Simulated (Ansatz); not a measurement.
[NbOCl4]- (NbCl₄O⁻). Total charge -1; singlet. Geometry relaxed at B3LYP-D4/def2-SVPD.

```csv
atom,x (Å),y (Å),z (Å)
Nb1,0.022,-0.047,0.098
O2,0.357,-0.767,1.595
Cl3,1.744,1.630,-0.148
Cl4,-1.472,1.773,0.638
Cl5,-1.933,-1.224,-0.697
Cl6,1.282,-1.366,-1.486
```

In the def2 sets Nb takes a core potential; there is no spin–orbit coupling. The relaxation made no stability test and no search for a lower SCF solution.

(1) Estimate the harmonic wavenumbers at RKS B3LYP-D4/def2-SVPD (Ansatz, unscaled). Is this a minimum?

Answers

(1) 38, 136, 137, 149, 177, 230, 230, 253, 333, 345, 345, 1018 cm⁻¹. Yes, no mode is imaginary beyond noise. Zero-point energy 20.3 kJ/mol. Run time 88 s (4 threads of Intel Xeon on a shared host).
